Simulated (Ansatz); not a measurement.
Ideal-gas functions of `C=N[SiH2][SeH]` at 298.15 K and 1 bar, from an Ansatz frequency run at PBE0-D4/def2-TZVP.

Molar mass 138.1 g/mol, point group C1 (symmetry number 1), electronic degeneracy 1, moments of inertia 66.477, 281.562, 337.91 u Å². Harmonic wavenumbers (cm⁻¹, unscaled): 122, 158, 187, 333, 396, 429, 556, 701, 722, 779, 852, 921, 1134, 1216, 1510, 1767, 2250, 2259, 2443, 2986, 3081.

Use S(trans) = R[1.5 ln M + 2.5 ln T − 1.1517]; rotational temperatures θ = 24.2544 K / I; S(rot) = R[ln(√π/σ · √(T³/θAθBθC)) + 1.5]; for each mode x = 1.438777 ν̃/T, S = R[x/(eˣ − 1) − ln(1 − e⁻ˣ)] and H = RT x/(eˣ − 1); 1 cm⁻¹ = 0.0119627 kJ/mol; R = 8.31446 J/(mol·K).

Problem. By hand: the entropy, in J/(mol·K).

Solution. Translation 170.3. Rotation: θ = 0.3649, 0.0861, 0.0718 K, giving 113.6. Vibration, mode by mode: 12.84, 10.77, 9.44, 5.21, 4.09, 3.61, 2.23, 1.28, 1.18, 0.94, 0.71, 0.54, 0.23, 0.16, 0.05, 0.02, 0.00, 0.00, 0.00, 0.00, 0.00, in all 53.3. Electronic 0.0. Sum 337.2 J/(mol·K).

Problem. By hand: H − E and G − E in kJ/mol, counted from the electronic energy.

Solution. Zero-point energy ½ × 24802 × 0.0119627 = 148.3; thermal vibration 9.3; translation, rotation and pV give 4 RT = 9.9. H − E = 167.5 kJ/mol, and G − E = 167.5 − 298.15 × 337.2/1000 = 67.0 kJ/mol.

Vibration gives 16 % of the entropy, 12.8 J/(mol·K) of it from the mode under 150 cm⁻¹: soft modes count most, and the harmonic formula is weakest for them. The sum counts one conformer and one mirror image; others add a mixing term.
